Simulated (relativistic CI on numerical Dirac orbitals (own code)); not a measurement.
## Nb3+: 4p photoemission

Computed with this model: Dirac-Coulomb-Breit CI, KLI orbitals optimised for each configuration, a model potential for QED, valence Slater integrals scaled by 0.8, multiplet model of photoemission in the sudden approximation; configurations [Kr] 4d2 → [Ar] 3d10 4s2 4p5 4d2; 300 K; Lorentzian 1.2 eV and Gaussian 0.6 eV FWHM. Energies are those of the free ion, without screening or charge transfer. The energies are binding energies and can lie tens of eV above those of solids. S is read from ⟨S²⟩ = S(S + 1).

Field parameters in Wybourne normalisation: D3d B²₀ = −7Dσ, B⁴₀ = −14Dq − 21Dτ, B⁴₃ = −14√(10/7) Dq; D4h B²₀ = −7Ds, B⁴₀ = 21(Dq − Dt), B⁴₄ = 21√(5/14) Dq; Oh B⁴₀ = 21Dq, B⁴₄ = √(5/14) B⁴₀; Td as Oh with Dq negative (B⁴₀ = 21Dq, B⁴₄ = √(5/14) B⁴₀). The field is a parameter set, without covalency.

Computed curve for D4h, 10Dq = 36550, Ds = 2700, Dt = -570 cm⁻¹, scaled to 100 at the maximum (points under 2 are left out and the grid is thinned):

```csv
Energy (eV),Intensity
63.6,2.0
64.2,2.5
64.8,3.0
65.4,3.9
66.0,5.1
66.6,7.2
67.2,11.0
67.8,19.2
68.4,40.7
69.0,75.0
69.6,85.1
70.2,98.7
70.8,92.4
71.4,74.2
72.0,61.1
72.6,46.7
73.2,39.1
73.8,39.2
74.4,37.6
75.0,30.9
75.6,23.5
76.2,17.5
76.8,12.8
77.4,10.0
78.0,8.2
78.6,6.4
79.2,5.2
79.8,4.0
80.4,3.2
81.0,2.7
81.6,2.8
82.2,3.4
82.8,5.0
83.4,6.4
84.0,5.3
84.6,4.3
85.2,5.7
85.8,7.1
86.4,4.1
87.0,2.1
```

The ground state has S = 1.00, and the centroid lies at 72.14 eV.
